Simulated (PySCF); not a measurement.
## Radial density of Ne²⁺ (neon, charge +2)

BP86, [He] 2s2 2p4, high-spin 3P determinant. Calculation: PySCF 2.14, in aug-cc-pVDZ (4s3p2d, 23 functions); no relativity, point nucleus.

| r (bohr) | 4πr²ρ (e/bohr) | 4πr²(ρα − ρβ) |
| --- | --- | --- |
| 0.00201 | 0.03008 | 0.0000 |
| 0.00339 | 0.08367 | 0.0000 |
| 0.00570 | 0.2271 | 0.0001 |
| 0.00958 | 0.5924 | 0.0004 |
| 0.0161 | 1.474 | 0.0009 |
| 0.0271 | 3.348 | 0.0026 |
| 0.0456 | 6.575 | 0.0084 |
| 0.0767 | 10.08 | 0.0363 |
| 0.129 | 10.42 | 0.1809 |
| 0.217 | 6.466 | 0.6942 |
| 0.365 | 5.115 | 1.7136 |
| 0.614 | 7.111 | 2.3548 |
| 1.03 | 4.103 | 1.2844 |
| 1.74 | 0.5489 | 0.1545 |
| 2.92 | 0.01301 | 0.0046 |
| 4.91 | 0.0001242 | 0.0001 |
